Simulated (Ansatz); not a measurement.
Two isomers of C4H11B: A = `BC(C)(C)C`, B = `CCBCC`.

Gas-phase electronic energies from Ansatz, PBE0-D4/def2-TZVP geometries. CCSD(T)/CBS is the MP2 limit (def2-TZVPP, def2-QZVPP) plus CCSD(T) − MP2 in def2-TZVPP, frozen cores. Functionals use def2-TZVPP. B3LYP here is the variant with VWN-RPA as its local correlation; programs differ in this. One conformer a species, not always the lowest.

A:

```xyz
16

B    -1.083   -1.228   -0.085
C    -0.102   -0.021   -0.092
C     0.727   -0.427    1.154
C    -0.754    1.334    0.165
C     0.821    0.047   -1.303
H    -2.087   -1.191    0.570
H    -0.792   -2.249   -0.642
H     1.503    0.330    1.316
H     1.230   -1.389    1.024
H     0.119   -0.472    2.062
H     0.005    2.108    0.326
H    -1.365    1.646   -0.686
H    -1.401    1.306    1.045
H     0.266    0.310   -2.209
H     1.598    0.806   -1.162
H     1.314   -0.912   -1.483
```

B:

```xyz
16

C    -2.501   -0.601    0.637
C    -0.996   -0.837    0.620
B    -0.122    0.134   -0.231
C     1.378    0.405    0.092
C     2.277    0.857   -1.052
H    -2.898   -0.532   -0.379
H    -3.038   -1.399    1.154
H    -2.746    0.337    1.142
H    -0.598   -0.955    1.635
H    -0.785   -1.811    0.138
H    -0.626    0.695   -1.173
H     1.305    1.216    0.841
H     1.827   -0.426    0.650
H     1.848    1.716   -1.572
H     2.401    0.062   -1.793
H     3.275    1.139   -0.707
```

Q: Which isomer does CCSD(T)/CBS put lower? Give the gap. (An estimate is asked.)

A: Computed: B, by 40.4 kJ/mol.

Q: Give E(B) − E(A) in kJ/mol with CCSD(T)/def2-TZVPP, PBE0-D4, CCSD/def2-TZVPP, B2PLYP, B3LYP-D4, BLYP-D4, HF/def2-TZVPP. (Estimate.)

A: Ansatz gave: CCSD(T)/def2-TZVPP -38.9, PBE0-D4 -48.8, CCSD/def2-TZVPP -41.7, B2PLYP -48.3, B3LYP-D4 -48.1, BLYP-D4 -47.0, HF/def2-TZVPP -53.9. None reverses the order clearly.

Q: Does the order hold for the free energy at 298.15 K (harmonic terms from PBE0-D4)? (Best estimate.)

A: Ansatz gave: Yes: G(B) − G(A) = -40.7 kJ/mol, for one conformer each.

Largest T1 diagnostic: 0.009.

In def2-TZVPP, CCSD(T) changes the Hartree–Fock value by +15.0 kJ/mol (the triples alone add +2.9 kJ/mol) and MP2 by +19.4 kJ/mol. The D4 term adds +8.8 kJ/mol with B3LYP and +4.6 kJ/mol with PBE0; it sums over pairs of atoms, weighted by their polarisabilities, and B3LYP, whose exchange is more repulsive, gets the larger term.
